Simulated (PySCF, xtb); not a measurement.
C3H9O3Si, SMILES CO[Si](OC)OC (connectivity only; charge and spin as stated), charge +1, multiplicity 1.

GFN2-xTB run with xtb at its own geometry gives an orbital gap of 6.07 eV.

The structure is a stationary point at B3LYP-D3(BJ)/def2-SVP. The multiplicity is an assumed one; other spin states were not compared. The isomer is the one that the SMILES or the coordinates give; other isomers of the formula were not compared. The values are those of a single conformer.

Task: What does PBE0/def2-TZVP in PySCF give? (An estimate is asked for; the answer gives what the named calculation found.)

Result: gap 7.86 eV (levels -13.92 and -6.06 eV).
